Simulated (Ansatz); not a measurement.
Frontier orbitals of C₆H₁₅FSi, SMILES `CC[Si](F)(CC)CC`.

Cartesian coordinates in Å:
```
C 2.443 1.460 0.680
C 1.835 0.483 -0.324
Si 0.345 -0.450 0.308
F 0.831 -1.342 1.565
C -0.310 -1.625 -0.989
C -1.521 -2.444 -0.548
C -0.982 0.699 0.950
C -1.557 1.629 -0.116
H 2.741 0.949 1.600
H 1.733 2.242 0.959
H 3.330 1.954 0.277
H 2.583 -0.257 -0.634
H 1.545 1.010 -1.241
H 0.512 -2.289 -1.280
H -0.549 -1.043 -1.888
H -1.845 -3.138 -1.327
H -1.298 -3.032 0.345
H -2.373 -1.802 -0.310
H -1.778 0.090 1.393
H -0.561 1.281 1.777
H -2.011 1.069 -0.938
H -2.329 2.286 0.293
H -0.785 2.270 -0.551
```

The species carries charge 0 and has multiplicity 1. The geometry is a stationary point of PBE0-D4/def2-TZVP. It is one conformer, not always the lowest. Basis def2-TZVPP, Ansatz.

Orbital energies of one run (eV). Highest occupied ones, from the top: -7.48, -7.51, -9.23, -9.37, -9.45, -9.57, -9.84, -10.02, -10.50, -10.82, -11.23, -11.37, -11.43, -11.75. Empty: 0.44, 0.96, 1.18, 1.23, 1.78, 2.02.

Question: Which functional gave them?
A. ωB97X-V
B. HSE06 (plane-wave form)
C. LDA (SPW92)
D. B97M-V

Answer: B. HOMO energies: HSE06 -7.48, ωB97X-V -10.27, B97M-V -6.94, LDA (SPW92) -6.66 eV.
